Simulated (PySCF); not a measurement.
**Correlation energy of Ni (nickel, neutral)**

[Ar] 3d7 4s2 4p1, one real determinant (an excited configuration). Computed with PySCF 2.14 in x2c-TZVPPall with one added diffuse shell each of s, p, d, f type (7s6p5d3f1g, 80 functions), with scalar relativity by spin-free X2C-1e. Frozen: [Ar]; 10 electrons correlated.

```
  level  correlation energy (mhartree)
   CCSD                        -263.96
    (T)                         -28.41
CCSD(T)                        -292.37
```

Diagnostics: T1 = 0.057, D1 = 0.2455, largest double amplitude 0.381.

Task: Is a single reference adequate?

Result: Not fully. The real determinant used has ⟨L²⟩ near 14 against 20 for a pure G term, so it mixes terms. T1 exceeds 0.03, a sign that the reference determinant is poor. A double-excitation amplitude exceeds 0.15, a sign of near-degeneracy.

The reference is one real determinant that mixes LS terms of this configuration.
